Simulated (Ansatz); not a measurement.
Coupled-cluster diagnostics for LaO₂H, Ansatz.

Geometry of the singlet (r2SCAN-D4/def2-TZVP):

```csv
atom,x (Å),y (Å),z (Å)
La1,1.244,0.365,1.274
O2,-0.252,0.952,-0.248
O3,-0.061,-0.470,-0.622
H4,-0.931,-0.846,-0.404
```

In the def2 sets La takes a core potential; there is no spin–orbit coupling. Correlated methods freeze 2 core orbitals; core or outer-core shells of La are correlated, in sets that lack core-valence functions. The structure holds one bond between oxygen atoms, so isomers without such links may lie far lower. Another isomer (singlet) lies 1.26 eV lower at PBE0-D4/def2-TZVP; other spin states weren't run for this one.

Estimate the CCSD(T) correlation energy, the shares of MP2 and (T), T1 and the reference's ⟨S²⟩ for: charge 0, singlet, own geometry in def2-TZVPP; and the rough time on 2 threads of Arm Neoverse V2 on a shared host.


```csv
state,basis,correlation (eV),MP2 share (%),(T) share (%),T1,⟨S²⟩ (pure),wall time,remarks
"charge 0, singlet, own geometry",def2-TZVPP,-20.690,94.6,4.5,0.025,0.00 (0.00),21 s,restricted SCF unstable
```
Customary marks for T1 are 0.02 (closed shells), 0.045 (open shells) and about 0.05 (3d metals). T1 exceeds 0.02 in 1 of 1 rows and 0.045 in 0; the higher it lies, the less the single-reference result can be trusted.
